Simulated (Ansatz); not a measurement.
A structure relaxed at PBE0-D4/def2-TZVP in Ansatz, charge 0, singlet:

```xyz
3

Zn   -0.0010    0.0024   -0.0015
Br    1.3527    1.3376    1.1528
Br   -1.3517   -1.3400   -1.1513
```

(1) Give its formula, name or SMILES and point group.

(2) Summarise the bond lengths by kind (pairs closer than 1.2 times the sum of covalent radii, bridged metal pairs left out).

Results:

(1) ZnBr2. Point group D∞h (tolerance 0.1 Å).

(2) 2 × Br–Zn 2.22 Å. The metal has 2 neighbours: Br 2.22 Å, Br 2.22 Å.
